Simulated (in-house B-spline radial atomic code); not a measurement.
Results of a calculation; reference values are marked as such.
# Making a Troullier-Martins d channel for Cd, r_c = 1.36 bohr

Cd, [Kr] 4d10 5s2, non-relativistic PBE, spherical and spin-unpolarised, from an all-electron radial atomic-structure program (B-spline basis) (atomic units). The all-electron 4d level is ε = -0.464496 hartree, its outermost node lies just inside 0.42 bohr and its outer maximum at 0.97 bohr.

Inside r_c the pseudo-orbital is u(r) = r^3 exp(p(r)), with p = c0 + c2 r² + c4 r⁴ + … + c12 r¹². The seven coefficients follow from p and its first four derivatives at r_c, from zero curvature of the screened potential at the origin, c4 = −c2²/(2l + 5), and from the norm inside r_c. At r_c the all-electron orbital has P = 0.8018616, P' = -0.5805016, the screened potential V = -2.259498, V' = 4.481861, V'' = -12.05546, and the norm inside is Q = 0.6401124.

Q: What are p, p' and p'' at r_c?

A: p = ln(P/r_c^3) = ln(0.8018616/2.51546) = -1.14327. p' = P'/P − 3/r_c = -0.72394 − 2.20588 = -2.92982. The radial equation gives p'' = 2(V − ε) − 2(3) p'/r_c − p'² = -3.59000 − (-12.92570) − 8.58387 = 0.75182. Differentiating, p''' = 2V' + 2(3)p'/r_c² − 2(3)p''/r_c − 2p'p'' = 0.54808, and p'''' = 2V'' − 4(3)p'/r_c³ + 4(3)p''/r_c² − 2(3)p'''/r_c − 2p''² − 2p'p''' = -5.5934.

For a trial c2 the five matching conditions are linear in c0, c6, c8, c10 and c12, and c2 is varied until the norm inside r_c equals Q. The root nearest zero gives:

```json
{"n": "0", "c_n": "1.821638"}
{"n": "2", "c_n": "-1.948161"}
{"n": "4", "c_n": "-0.4217034"}
{"n": "6", "c_n": "0.8570785"}
{"n": "8", "c_n": "-0.4631821"}
{"n": "10", "c_n": "0.1183595"}
{"n": "12", "c_n": "-0.01207368"}
```

Q: Check c4 and p(r_c), and find the screened pseudopotential at the origin.

A: −c2²/9 = -0.421703, as listed. The terms c_n r_c^n are 1.82164, -3.60332, -1.44266, 5.42318, -5.42080, 2.56208, -0.48340, which sum to -1.14327. Inverting the radial equation, V_l(r) = ε + 3 p'/r + (p'' + p'²)/2, so V_l(0) = ε + (2l + 3) c2 = -0.464496 + 7 × (-1.94816) = -14.1016 hartree, finite where the all-electron potential diverges.

Orbitals and screened potentials:

```csv
r (bohr),P,u,V all-electron,V pseudo
0.136,-0.3676,0.015,-208.0,-14.09
0.34,-0.2526,0.1931,-48.17,-13.7
0.544,0.4186,0.5492,-19.8,-12.02
0.748,0.8316,0.8516,-10.2,-8.932
0.952,0.951,0.9543,-5.768,-5.658
1.156,0.9082,0.9084,-3.492,-3.452
1.36,0.8019,0.8019,-2.259,-2.259
```

Logarithmic derivatives P'/P at R = 1.66 bohr, for energies E around ε:

| E − ε (hartree) | all-electron | pseudo |
| --- | --- | --- |
| -0.5 | 0.411062 | 0.410966 |
| -0.25 | -0.103279 | -0.103314 |
| -0.1 | -0.527726 | -0.527725 |
| 0 | -0.889786 | -0.889774 |
| 0.1 | -1.34774 | -1.34774 |
| 0.25 | -2.33389 | -2.33408 |
| 0.5 | -6.22558 | -6.22895 |

Q: With P(R) = 0.6269613 and a norm of 0.7937136 inside R, what slope in energy does norm conservation fix?

A: d(P'/P)/dE = −2 × (norm inside R)/P(R)² = -4.0384 per hartree·bohr at E = ε, for both atoms, since orbital and norm agree at R. Differences over ±0.1 hartree give -4.1001 (all-electron) and -4.1001 (pseudo), which also hold third-order terms. Half a hartree below ε the two curves differ by -0.0001.
